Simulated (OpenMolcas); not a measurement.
S4+: effect of the IPEA shift

* Program: OpenMolcas
* Basis: ANO-RCC-VTZP [5s4p2d1f]
* Scalar Hamiltonian: DKH2, point nucleus
* Active space: 2 electrons in 9 orbitals (RAS2 3s 3p; RAS3 3d, at most 2 electrons)
* State averaging: 2S+1 = 3 even, 3 roots; 2S+1 = 1 even, 7 roots; 2S+1 = 3 odd, 3 roots; 2S+1 = 1 odd, 3 roots
* Spin-orbit coupling: RASSI with atomic mean-field integrals over the reference wave functions, term energies averaged over their components

Methods on the same reference wave functions:
A. RASSCF
B. MS-RASPT2, IPEA 0 Eh, imaginary shift 0.1 Eh (closed shells correlated: 2s 2p)
C. MS-RASPT2, IPEA 0.25 Eh, imaginary shift 0.1 Eh (closed shells correlated: 2s 2p)

Energies in cm-1 above 3s2 1S0, the measured ground level; measured values from NIST levels in Podobedova, Kelleher and Wiese, J. Phys. Chem. Ref. Data 38, 171 (2009); Martin, Zalubas and Musgrove, J. Phys. Chem. Ref. Data 19, 821 (1990).

```json
{"Level": "3s2 1S0", "A": "0.0", "B": "0.0", "C": "0.0", "Measured": "0.0"}
{"Level": "3s 3p 3P* 0", "A": "81256", "B": "82218", "C": "82217", "Measured": "83024"}
{"Level": "3s 3p 3P* 1", "A": "81584", "B": "82546", "C": "82545", "Measured": "83394"}
{"Level": "3s 3p 3P* 2", "A": "82252", "B": "83215", "C": "83214", "Measured": "84155"}
{"Level": "3s 3p 1P* 1", "A": "129114", "B": "128630", "C": "128646", "Measured": "127151"}
{"Level": "3p2 1D2", "A": "193443", "B": "194494", "C": "194493", "Measured": "193739"}
{"Level": "3p2 3P0", "A": "199118", "B": "200077", "C": "200087", "Measured": "199967"}
{"Level": "3p2 3P1", "A": "199462", "B": "200423", "C": "200433", "Measured": "200371"}
{"Level": "3p2 3P2", "A": "200137", "B": "201098", "C": "201109", "Measured": "201146"}
```

Deviations, from unrounded energies. A percentage is the sum of absolute deviations over the sum of measured energies, with the sign that they share, or ± where signs differ.

```tsv
Against measurement	Levels	A	B	C
mean absolute deviation (cm-1)	8	1300	630	630
other configurations (%)	8	±0.9	±0.4	±0.4
```

B, C lie about equally close to measurement and A furthest from it. The largest miss of B in the table is 3s 3p 1P* 1, by +1500 cm-1. The ranking rests on the paired levels alone, and a cruder setting can come out closer through cancelling errors.

Between B and C the level of the table that moves most is 3s 3p 1P* 1, by 16 cm-1 (lowest in B, highest in C).

The lowest spin-free term lies below A's lowest term by 0.021 hartree in B, 0.021 hartree in C.

Active for correlation alone: 3d; no level in the range computed is led by a configuration that fills it, so any true level of that kind is missing. Some terms mix strongly with configurations of 3d, whose occupation reaches 0.23 (3p2 1D). Measured partners are found by configuration, term and J. A level has none where our copy of the source lacks it or the pairing is in doubt (some pairs that miss far off the trend of their configuration count as doubtful), and it then counts in no deviation. Only configurations of the active space appear. The table leaves out levels that lie high or whose names do not pair safely across all columns.

* marks odd parity.
